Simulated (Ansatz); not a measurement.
`[SiH3][O][Cd][Cl]` + H–F → `[F][Cd][O][SiH3]` + HCl at 600 K and 1 bar (ligand exchange at a Cd–Cl bond).

Isolated molecules relaxed with PBE0-D4/def2-TZVP in Ansatz; ΔE leaves out vibrations. CBS: MP2 limit from def2 TZ/QZ plus the TZ coupled-cluster correction, frozen cores. This one scheme is used for every species. Elements past krypton have def2 core potentials. For Cd outer-core shells are correlated without core-valence functions, which leaves a few kJ/mol of doubt a bond. Each species was taken in one conformer, which may not be the lowest.

```csv
species,CCSD(T)/CBS energy (Eh),H − E (kJ/mol),S (J/(mol·K))
`[SiH3][O][Cd][Cl]`,-993.63708,131.3,440.6
H–F,-100.39570,42.3,194.0
`[F][Cd][O][SiH3]`,-633.61664,131.9,427.8
HCl,-460.38127,35.4,207.2
```

H − E and S are ideal-gas, rigid-rotor, harmonic terms from PBE0-D4/def2-TZVP, for one conformer and one mirror image of each species. 1 Eh = 2625.50 kJ/mol, R = 8.31446 J/(mol·K).

Q: By hand: ΔE, ΔH, ΔS and ΔG.

A: ΔE = (-633.61664) + (-460.38127) − (-993.63708) − (-100.39570) = 0.03487 Eh = 91.6 kJ/mol. Δ(H − E) = 131.9 + 35.4 − 131.3 − 42.3 = -6.3, so ΔH = 85.3 kJ/mol. ΔS = 427.8 + 207.2 − 440.6 − 194.0 = 0.4 J/(mol·K). ΔG = 85.3 − 600 × (0.4)/1000 = 85.1 kJ/mol.

Q: By hand: the equilibrium constant, and the temperature at which ΔG would vanish if ΔH and ΔS stayed fixed.

A: log₁₀ K = −ΔG/(RT ln 10) = -7.4. ΔG = 0 at ΔH/ΔS = 213250 K, far beyond where these terms or the molecules hold.

The number of gas molecules stays the same, so ΔS is small and ΔH decides. A doubt of 5 kJ/mol in ΔE shifts log₁₀ K by 0.4 here. Other conformers and mirror images would add mixing entropy, several J/(mol·K) or more a flexible species. Modes under 60 cm⁻¹, often nearly free rotors, make the harmonic entropy too high. These are equilibria of isolated gas molecules and say nothing of rates. Largest T1 diagnostic: 0.016 (customary marks: 0.02 for closed shells, 0.045 for open ones).
